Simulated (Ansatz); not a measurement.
Task: Name a neutral molecule of Al, C, N, O, Si and H with LUMO energy (ωB97M-V/def2-TZVPP) between 0.90 and 1.20 eV and size of the dipole moment (PBE/def2-TZVPP) between 2.40 and 2.70 D (Ansatz, PBE0-D4/def2-TZVP geometry).

Result: `C=[N][Al]([OH])[SiH3]` (1.00 eV, 2.55 D). Other molecules can fit too; these were computed, each in one conformer that needn't be the lowest.
